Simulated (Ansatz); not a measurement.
Isolated molecules relaxed with PBE0-D4/def2-TZVP in Ansatz; ΔE leaves out vibrations. CBS: MP2 limit from def2 TZ/QZ plus the TZ coupled-cluster correction, frozen cores. This one scheme is used for every species. Functionals use def2-TZVPP. Each species was taken in one conformer, which may not be the lowest.

Consider the ligand exchange at the Al–C bond: `N=[C](O)[AlH][F]` + `N=C=O` → `O=C=[N][AlH][F]` + `N=CO`.

`N=[C](O)[AlH][F]`:

Cartesian coordinates in Å:
```
N 0.392 0.199 1.368
C -0.250 0.163 0.273
O -1.510 0.595 0.059
Al 0.850 -0.627 -1.155
F 0.229 -0.722 -2.679
H -0.129 0.606 2.153
H -1.880 0.952 0.881
H 2.298 -1.165 -0.899
```

`N=C=O`:

```xyz
4

N    -0.734   -0.054   -0.213
C     0.414    0.265   -0.011
O     1.489    0.687    0.109
H    -1.169   -0.898    0.115
```

`O=C=[N][AlH][F]`:

```xyz
6

O     0.235   -1.691   -2.357
C     0.134   -1.004   -1.423
N     0.027   -0.294   -0.466
Al   -0.111    0.721    0.959
F     0.516    0.149    2.363
H    -0.800    2.120    0.924
```

`N=CO`:

Cartesian coordinates in Å:
```
N -0.425 0.494 -0.806
C -0.134 -0.118 0.253
O 1.123 -0.455 0.557
H -1.423 0.666 -0.871
H -0.818 -0.448 1.038
H 1.678 -0.139 -0.171
```

```
           level  ΔE (kcal/mol)
          PBE-D4          -35.4
        BHLYP-D4          -41.9
CCSD(T)/def2-SVP          -40.8
   HF/def2-TZVPP          -45.9
```

Problem. What does CCSD(T)/CBS give? (Estimate.)

Solution. Computed: -39.1 kcal/mol. The listed levels differ from it by 3.7, -2.8, -1.7, -6.8 kcal/mol.

Largest T1 diagnostic among the species: 0.018.

Leaving LDA and LC-ωPBE aside and taking each functional with its dispersion term where it has one, the values, not all of them listed here, spread over 6.7 kcal/mol, from BHLYP-D4 to revPBE-D4. From PBE to PBE0 (25 % exact exchange), in def2-TZVPP and without D4, ΔE moves by −2.8 kcal/mol.
